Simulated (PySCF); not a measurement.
A structure optimised at ωB97X-D3(BJ)/def2-SVP, used in a PySCF frequency run:

```xyz
9

Si    -2.2705    -0.4823     0.4489
O     -0.7868     0.0147     1.0554
Si     0.6779     0.3764     0.4334
Cl     0.4100     1.4718    -1.2824
Cl     1.6603    -1.3481    -0.0731
H     -2.0522    -1.3231    -0.7603
H     -3.0821     0.7126     0.0962
H     -2.9488    -1.2692     1.5096
H      1.4791     1.1400     1.4014
```

Q: Write its SMILES and formula.

A: [SiH3]O[SiH](Cl)Cl, Cl2H4OSi2

Q: What are its rotational constants (standard atomic weights)?

A: 2.1618, 1.4405, 1.0024 GHz
